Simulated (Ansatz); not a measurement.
Question: Name a neutral molecule of In, N, Si and H with ideal-gas entropy at 298 K and 1 bar (rigid rotor, harmonic PBE0-D4/def2-TZVP) between 344 and 360 J/(mol·K) and LUMO energy (ωB97M-V/def2-TZVPP) between -0.70 and -0.40 eV (Ansatz, PBE0-D4/def2-TZVP geometry).

Answer: `N[SiH2][InH2]` (349 J/(mol·K), -0.44 eV). Other molecules can fit too; these were computed, each in one conformer that needn't be the lowest.
